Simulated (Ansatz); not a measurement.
Stretching the Si2–H6 bond in H6SiSn (SMILES [SiH3][SnH3]) (multiplicity 1 held, fragments rigid). Energies count from the point at 1.482 Å.
Geometry at that point (charge 0, multiplicity 1):
```xyz
8

Sn    -0.61783     0.06128    -0.01104
Si     1.94433    -0.19286     0.03475
H     -1.31527    -0.97677    -1.18186
H     -1.06686     1.66907    -0.39603
H     -1.29898    -0.32715     1.51210
H      2.31126    -1.58930     0.36927
H      2.52737     0.71261     1.05295
H      2.51320     0.14743    -1.29082
```

Signs of static correlation in def2-TZVPP, with CASSCF(2,2), from Ansatz (a first-principles code) runs.

```tsv
R (Å)	T1 of restricted CCSD	largest double amplitude of restricted CCSD	weight of the CASSCF reference in MRCISD	CASSCF natural occupations
1.186	0.012	0.028	0.885	1.99 0.01
1.334	0.012	0.030	0.885	1.99 0.01
1.482	0.012	0.030	0.884	1.98 0.02
1.630	0.012	0.029	0.884	1.97 0.03
1.778	0.013	0.025	0.884	1.96 0.04
2.001	0.014	0.043	0.883	1.93 0.07
2.223	0.017	0.105	0.883	1.89 0.11
2.594	0.025	0.232	0.883	1.78 0.22
2.964	?	0.367	0.883	1.61 0.39
3.409	0.059	0.541	0.883	1.40 0.60
4.002	?	0.744	0.884	1.19 0.81
4.743	0.091	0.894	0.884	1.07 0.93
```

Complete the blanks.


- 2.964, T1 of restricted CCSD: 0.039
- 4.002, T1 of restricted CCSD: 0.080

Doubts at one or more of the structures used: a restricted determinant that unrestricted orbitals would lower (R-CCSD(T)/def2-TZVPP); other coupled-cluster roots lie near (R-CCSD(T)/def2-TZVPP); T1 above 0.05 (R-CCSD(T)/def2-TZVPP, U-CCSD(T)/def2-TZVPP); a spin-contaminated determinant (U-CCSD(T)/def2-TZVPP).
